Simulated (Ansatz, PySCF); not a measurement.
Reaction 2 R1 → P1, each structure at its B3LYP-D3(BJ)/def2-TZVP stationary point, reached from a drawn start (curvature not checked).
R1: Br2Zn (SMILES [Br][Zn][Br]), charge 0, multiplicity 1.
P1, Br4Zn2 (SMILES [Br][Zn]1<-[Br][Zn]([Br])<-[Br]1) (charge 0, multiplicity 1, Z-matrix in Å and degrees):
```
Zn
Br 1 2.2669
Br 1 2.4580 2 131.59
Zn 3 2.4580 1 83.21 2 -179.72
Br 4 2.2669 3 131.61 1 179.72
Br 4 2.4580 5 131.61 3 179.85
```

P less R. No zero-point or thermal terms; no spin–orbit coupling. One arrangement of each flexible species, with no search for the lowest.

Cores are frozen in the correlated methods. In cc and def2 sets filled d and f shells under p-block atoms count as core.

Programs: Ansatz (Gaussian orbitals); PySCF for the D3/D4 terms. All values are computed, each at the level named.

Question: Give the reaction energy at the level r2SCAN-D3(BJ)/def2-TZVPP.

Answer: -102 kJ/mol

Question: Estimate the reaction energy that PBE-D3(BJ)/def2-TZVPP returns for this input.

Answer: -92 kJ/mol

Question: What is the computed reaction energy (CCSD/def2-TZVPP)?

Answer: -87 kJ/mol

Ansatz is an electronic-structure program.
